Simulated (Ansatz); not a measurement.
`F[SiH]([SiH3])Cl` + CH₃NH₂ → `CN[SiH]([SiH3])Cl` + H–F at 400 K and 1 bar (ligand exchange at the Si–F bond).

Computed with Ansatz on PBE0-D4/def2-TZVP structures; ΔE is electronic, products minus reactants. CBS: MP2 limit from def2 TZ/QZ plus the TZ coupled-cluster correction, frozen cores. This one scheme is used for every species. One conformer a species, not always the lowest.

| species | CCSD(T)/CBS energy (Eh) | H − E (kJ/mol) | S (J/(mol·K)) |
| --- | --- | --- | --- |
| `F[SiH]([SiH3])Cl` | -1140.23962 | 131.5 | 375.5 |
| CH₃NH₂ | -95.75281 | 185.4 | 256.0 |
| `CN[SiH]([SiH3])Cl` | -1135.57158 | 278.4 | 436.0 |
| H–F | -100.39570 | 36.5 | 182.2 |

H − E and S are ideal-gas, rigid-rotor, harmonic terms from PBE0-D4/def2-TZVP, for one conformer and one mirror image of each species. 1 Eh = 2625.50 kJ/mol, R = 8.31446 J/(mol·K).

Problem. By hand: ΔE, ΔH, ΔS and ΔG.

Solution. ΔE = (-1135.57158) + (-100.39570) − (-1140.23962) − (-95.75281) = 0.02515 Eh = 66.0 kJ/mol. Δ(H − E) = 278.4 + 36.5 − 131.5 − 185.4 = -2.0, so ΔH = 64.0 kJ/mol. ΔS = 436.0 + 182.2 − 375.5 − 256.0 = -13.3 J/(mol·K). ΔG = 64.0 − 400 × (-13.3)/1000 = 69.3 kJ/mol.

Problem. By hand: the equilibrium constant, and the temperature at which ΔG would vanish if ΔH and ΔS stayed fixed.

Solution. log₁₀ K = −ΔG/(RT ln 10) = -9.0. ΔH and −TΔS have one sign here, so there is no such temperature.

The number of gas molecules stays the same, so ΔS is small and ΔH decides. A doubt of 5 kJ/mol in ΔE shifts log₁₀ K by 0.7 here. Other conformers and mirror images would add mixing entropy, several J/(mol·K) or more a flexible species. These are equilibria of isolated gas molecules and say nothing of rates. Largest T1 diagnostic: 0.012 (customary marks: 0.02 for closed shells, 0.045 for open ones).
